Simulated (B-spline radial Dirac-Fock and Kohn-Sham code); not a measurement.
## Dipole and non-dipole photoemission parameters of Ga 4p1/2

System: atomic gallium in the configuration [Ar] 3d10 4s2 4p1; threshold 4.69 eV (orbital energy of the model). Level of theory: Dirac-Hartree-Slater photoionisation with a Latter tail; cross sections with all multipoles, angular parameters from the dipole term and its interference with E2; an atomic code on a B-spline grid.

Input file task.json (cfg lists n, l and occupation; rrms is the nuclear radius in fm):

```json
{"items": [{
  "Z": 31,
  "q": 0,
  "cfg": [[1, 0, 2], [2, 0, 2], [2, 1, 6], [3, 0, 2], [3, 1, 6], [3, 2, 10], [4, 0, 2], [4, 1, 1]],
  "A": 69,
  "rrms": 3.9973,
  "do": "xps",
  "hv": [60, 79.2, 104.0, 149.0, 155.0, 167.0, 175.0, 213.0, 227.0, 400, 461.0, 502.0, 582.0, 600, 800, 1000, 1253.6, 1630.0, 2210.0, 2250.0, 2780.0, 3760.0, 4000, 5410.0, 5414.7, 7890.0, 8290.0, 10100.0, 11200.0, 12600.0],
  "edges": {"K": 10367.0, "L1": 1299.0, "L2": 1143.2, "L3": 1116.4, "M1": 159.51, "M2": 103.5, "M3": 100.0}
}]}
```

Launch: `python xray2_run.py task.json out`

For linearly polarised light dσ/dΩ = σ/(4π) [1 + β P₂(cos θ) + (δ + γ cos²θ) sin θ cos φ], with θ from the polarisation vector and φ the angle between the beam and the projection of the electron momentum on the plane normal to the polarisation.

| hν (eV) | σ (kb) | β | γ | δ |
| --- | --- | --- | --- | --- |
| 60 | 4.49 | -0.083 | -0.009 | 0.015 |
| 79.2 | 3.43 | 0.035 | 0.022 | 0.020 |
| 104 | 3.07 | 0.578 | 0.117 | 0.014 |
| 149 | ? | ? | ? | ? |
| 155 | 2.45 | 1.146 | 0.157 | 0.003 |
| 167 | 2.33 | 1.219 | 0.150 | 0.002 |
| 175 | 2.24 | 1.261 | 0.144 | 0.001 |
| 213 | 1.90 | 1.403 | 0.108 | -0.001 |
| 227 | 1.79 | 1.440 | 0.095 | -0.001 |
| 400 | 0.906 | 1.623 | -0.012 | -0.001 |
| 461 | 0.734 | 1.640 | -0.021 | -0.001 |
| 502 | 0.641 | 1.647 | -0.022 | 0.000 |
| 582 | 0.501 | 1.652 | -0.014 | 0.001 |
| 600 | 0.475 | 1.653 | -0.011 | 0.001 |
| 800 | 0.279 | 1.641 | 0.042 | 0.003 |
| 1000 | 0.178 | 1.618 | 0.111 | 0.005 |
| 1253.6 | 0.110 | 1.583 | 0.204 | 0.008 |
| 1630 | 0.0599 | 1.529 | 0.337 | 0.013 |
| 2210 | 0.0282 | 1.449 | 0.515 | 0.023 |
| 2250 | 0.0270 | 1.444 | 0.527 | 0.024 |
| 2780 | 0.0155 | 1.378 | 0.661 | 0.033 |
| 3760 | 0.00679 | 1.271 | 0.856 | 0.053 |
| 4000 | 0.00570 | 1.248 | 0.897 | 0.058 |
| 5410 | 0.00237 | 1.128 | 1.096 | 0.086 |
| 5414.7 | 0.00237 | 1.128 | 1.097 | 0.086 |
| 7890 | 0.000750 | 0.968 | 1.337 | 0.136 |
| 8290 | 0.000642 | 0.947 | 1.366 | 0.144 |
| 10100 | 0.000342 | 0.861 | 1.482 | 0.179 |
| 11200 | 0.000245 | 0.816 | 1.541 | 0.199 |
| 12600 | 0.000166 | 0.765 | 1.605 | 0.224 |

Q: Give the values at 149 eV.

A: σ = 2.52 kb, β = 1.104, γ = 0.159, δ = 0.004.

Values without a named source are computed, but for edge energies of neutral atoms, which are taken from tables.
